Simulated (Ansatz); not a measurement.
Series [WO3X]-: r2SCAN-D4/def2-TZVPD single points in Ansatz on relaxed structures, gas phase. Core potentials for W, no spin–orbit coupling. Names give formal oxidation states. The structures are stationary points that may keep the symmetry of their start. Remarks come from the PBE and PBE0 runs and from stability tests at other levels; not every state was tested. HOMO above LUMO (over both spins in singlets and doublets, within one spin in higher multiplets; at PBE or PBE0), or a gap under 0.15 eV within one spin, warns that the state may not be the lowest or that an electron is smeared out.

**Question.** Estimate the order by HOMO (eV), lowest first.
A. [WO3(NH2)]- (WNO3H2⁻) (singlet)
B. [WO3Cl]- (WClO3⁻) (singlet)
C. [WO3(OH)]- (WO4H⁻) (singlet)
D. [WO3F]- (WO3F⁻) (singlet)
E. [WO3Br]- (WBrO3⁻) (singlet)

**Answer.** E (-2.46), B (-2.35), D (-2.09), C (-1.86), A (-1.72).

In full:

| species | atoms | state | geometry | HOMO (eV) | vertical IE (eV) | point group (within 0.1 Å) | remarks |
| --- | --- | --- | --- | --- | --- | --- | --- |
| [WO3Br]- (WBrO3⁻) | 5 | singlet | B3LYP-D4/def2-SVPD | -2.46 | 5.37 | C3v | gap within one spin near zero at PBE or PBE0 (neutral doublet) |
| [WO3F]- (WO3F⁻) | 5 | singlet | r2SCAN-D4/def2-SVPD | -2.09 | 5.16 | C3v | – |
| [WO3Cl]- (WClO3⁻) | 5 | singlet | r2SCAN-D4/def2-SVPD | -2.35 | 5.31 | C3v | – |
| [WO3(OH)]- (WO4H⁻) | 6 | singlet | r2SCAN-D4/def2-SVPD | -1.86 | 4.86 | – | – |
| [WO3(NH2)]- (WNO3H2⁻) | 7 | singlet | PBE-D4/def2-SVPD | -1.72 | 4.61 | – | gap within one spin near zero at PBE or PBE0 (neutral doublet) |

The vertical IE (eV) runs from 4.61 ([WO3(NH2)]-) to 5.37 ([WO3Br]-).
